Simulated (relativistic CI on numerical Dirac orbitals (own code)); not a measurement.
d7 in a ligand field

Computed with a parametric ligand-field model of a d^n configuration (Racah B and C, spin-orbit zeta, crystal field), exact diagonalisation.

Field parameters in Wybourne normalisation: D3d B²₀ = −7Dσ, B⁴₀ = −14Dq − 21Dτ, B⁴₃ = −14√(10/7) Dq; D4h B²₀ = −7Ds, B⁴₀ = 21(Dq − Dt), B⁴₄ = 21√(5/14) Dq. The field is a parameter set, without covalency.

(1) Ground term and bands for B = 1040, C = 5010, ζ = 0 cm⁻¹, D3d, 10Dq = 15350, Dσ = -1200, Dτ = 60 cm⁻¹?

(2) Ground term and bands for B = 870, C = 3950, ζ = 0 cm⁻¹, D4h, 10Dq = 18850, Ds = 570, Dt = 700 cm⁻¹?

(3) Ground term and bands for B = 700, C = 3600, ζ = 0 cm⁻¹, D3d, 10Dq = 10600, Dσ = -870, Dτ = -260 cm⁻¹?

(4) Ground term and bands for B = 760, C = 2850, ζ = 0 cm⁻¹, D3d, 10Dq = 19450, Dσ = 1200, Dτ = 30 cm⁻¹?

(5) Ground term and bands for B = 870, C = 4090, ζ = 0 cm⁻¹, D4h, 10Dq = 9500, Ds = 1930, Dt = -470 cm⁻¹?

## Answers

(1) Ground term 4A2 with 2.02 electrons in the two orbitals of the cubic e set. Spin-allowed: 4E 1515 cm⁻¹, 4A1 14034 cm⁻¹ (713 nm), 4E 15439 cm⁻¹ (648 nm), 4A2 25687 cm⁻¹ (389 nm). Lowest spin-forbidden: 2E 8260 cm⁻¹ (1211 nm), 2A2 20189 cm⁻¹ (495 nm), 2E 21371 cm⁻¹ (468 nm).

(2) Ground term 4E with 2.05 electrons in the two orbitals of the cubic e set. Spin-allowed: 4A2 1843 cm⁻¹, 4B2 9848 cm⁻¹ (1015 nm), 4E 15352 cm⁻¹ (651 nm), 4E 25322 cm⁻¹ (395 nm). Lowest spin-forbidden: 2A1 1621 cm⁻¹, 2B1 7045 cm⁻¹ (1419 nm), 2E 13541 cm⁻¹ (739 nm).

(3) Ground term 4A2 with 2.03 electrons in the two orbitals of the cubic e set. Spin-allowed: 4E 3652 cm⁻¹ (2738 nm), 4A1 9554 cm⁻¹ (1047 nm), 4E 11251 cm⁻¹ (889 nm), 4A2 18255 cm⁻¹ (548 nm). Lowest spin-forbidden: 2E 9035 cm⁻¹ (1107 nm), 2A2 14735 cm⁻¹ (679 nm), 2E 15870 cm⁻¹ (630 nm).

(4) Ground term 2E with 1.05 electrons in the two orbitals of the cubic e set. Spin-allowed: 2E 16856 cm⁻¹ (593 nm), 2A1 17985 cm⁻¹ (556 nm), 2E 18368 cm⁻¹ (544 nm), 2A2 18668 cm⁻¹ (536 nm). Lowest spin-forbidden: 4E 4742 cm⁻¹ (2109 nm), 4A2 7252 cm⁻¹ (1379 nm), 4E 22762 cm⁻¹ (439 nm).

(5) Ground term 4A2 with 2.02 electrons in the two orbitals of the cubic e set. Spin-allowed: 4E 7048 cm⁻¹ (1419 nm), 4E 14078 cm⁻¹ (710 nm), 4B2 18592 cm⁻¹ (538 nm), 4E 24521 cm⁻¹ (408 nm). Lowest spin-forbidden: 2A1 9140 cm⁻¹ (1094 nm), 2B1 13745 cm⁻¹ (728 nm), 2A2 16350 cm⁻¹ (612 nm).
